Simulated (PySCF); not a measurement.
## CeO₂: how level, basis and relativity move the structure

Each row is its own optimisation.

Each entry is the lowest minimum that a search over a few typed start shapes (and spin states, where more than one is plausible) found, or that minimum re-optimised at the stated level; isomers with ligand–ligand bonds, or fragments after loss of a ligand pair, can lie lower. Open shells are unrestricted; no spin–orbit coupling; PySCF with density fitting.

```
                                                       level  2S+1  point group  mean bond to Ce (Å)  polar-tensor charge of Ce  lowest ω (cm⁻¹)  distinct angles (°)  gap (eV)
         PBE0/def2-SVP (scalar-relativistic core potentials)     1          C2v                1.793                       2.08               78                  145      4.84
       B3LYP/def2-TZVP (scalar-relativistic core potentials)     1          C2v                1.820                       2.20               72                  141      4.46
         PBE/def2-TZVP (scalar-relativistic core potentials)     1          C2v                1.831                       1.98               98                  133      2.09
        PBE0/def2-TZVP (scalar-relativistic core potentials)     1          C2v                1.799                       2.24               71                  143      4.96
PBE0/lcecp-2/def2-TZVP (scalar-relativistic core potentials)     1          C2v                1.862                       1.95              279                  105      4.43
```

Across these levels the mean bond spreads over 0.069 Å and the highest wavenumber over 106 cm⁻¹; all give the same point group.

Levels that gave another bonding pattern or an unsound solution are left out.
